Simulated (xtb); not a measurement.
xtb input (GFN2-xTB):

```bash
xtb mol.xyz --gfn 2 --sp --chrg -1 --uhf 0
```
mol.xyz:
```
2

Ca    -0.00000000    -0.00000000    -0.60863799
F      0.00000000     0.00000000     1.35252886
```

End of the output:

```
         :::::::::::::::::::::::::::::::::::::::::::::::::::::
         ::                     SUMMARY                     ::
         :::::::::::::::::::::::::::::::::::::::::::::::::::::
         :: total energy              -5.326404784246 Eh    ::
         :: gradient norm              0.002102877411 Eh/a0 ::
         :: HOMO-LUMO gap              3.331117178672 eV    ::
         ::.................................................::
         :: SCC energy                -5.329305605003 Eh    ::
         :: -> isotropic ES            0.211082635313 Eh    ::
         :: -> anisotropic ES         -0.003425431544 Eh    ::
         :: -> anisotropic XC         -0.000001544127 Eh    ::
         :: -> dispersion             -0.000623811090 Eh    ::
         :: repulsion energy           0.002900820757 Eh    ::
         :: add. restraining           0.000000000000 Eh    ::
         :: total charge              -1.000000000000 e     ::
         :::::::::::::::::::::::::::::::::::::::::::::::::::::

           -------------------------------------------------
          |                Property Printout                |
           -------------------------------------------------

    * Orbital Energies and Occupations

         #    Occupation            Energy/Eh            Energy/eV
      -------------------------------------------------------------
         1        2.0000           -0.4116220             -11.2008
         2        2.0000           -0.1285085              -3.4969
         3        2.0000           -0.1283045              -3.4913
         4        2.0000           -0.1283045              -3.4913
         5        2.0000            0.1039131               2.8276 (HOMO)
         6                          0.2263294               6.1587 (LUMO)
         7                          0.2263294               6.1587
         8                          0.2474899               6.7345
         9                          0.2474899               6.7345
        10                          0.2989745               8.1355
        11                          0.3283755               8.9356
        12                          0.3283755               8.9356
        13                          0.6865790              18.6828
      -------------------------------------------------------------
                  HL-Gap            0.1224163 Eh            3.3311 eV
             Fermi-level            0.1651212 Eh            4.4932 eV

     #   Z          covCN         q      C6AA      α(0)
     1  20 Ca       0.606    -0.310  1528.502   154.617
Note: The following floating-point exceptions are signalling: IEEE_UNDERFLOW_FLAG IEEE_DENORMAL
normal termination of xtb
     2   9 F        0.606    -0.690    17.829     4.981

 Mol. C6AA /au·bohr⁶  :       1739.919531
 Mol. C8AA /au·bohr⁸  :     239730.746362
 Mol. α(0) /au        :        159.597431

Wiberg/Mayer (AO) data.
largest (>0.10) Wiberg bond orders for each atom

 ---------------------------------------------------------------------------
     #   Z sym  total        # sym  WBO       # sym  WBO       # sym  WBO
 ---------------------------------------------------------------------------
     1  20 Ca   0.581 --     2 F    0.581
     2   9 F    0.581 --     1 Ca   0.581
 ---------------------------------------------------------------------------

Topologies differ in total number of bonds
Writing topology from bond orders to xtbtopo.mol

molecular dipole:
                 x           y           z       tot (Debye)
 q only:        0.000       0.000      -1.407
   full:       -0.000       0.000      -1.187       3.018
molecular quadrupole (traceless):
                xx          xy          yy          xz          yz          zz
 q only:        2.459       0.000       2.459       0.000       0.000      -4.918
  q+dip:        2.743       0.000       2.743      -0.000       0.000      -5.485
   full:        2.291       0.000       2.291       0.000       0.000      -4.582

           -------------------------------------------------
          | TOTAL ENERGY               -5.326404784246 Eh   |
          | GRADIENT NORM               0.002102877411 Eh/α |
          | HOMO-LUMO GAP               3.331117178672 eV   |
           -------------------------------------------------

------------------------------------------------------------------------
------------------------------------------------------------------------
 total:
 SCF:
```

This state (charge -1, singlet) is run at the relaxed geometry of the species with charge 0 and multiplicity 2.
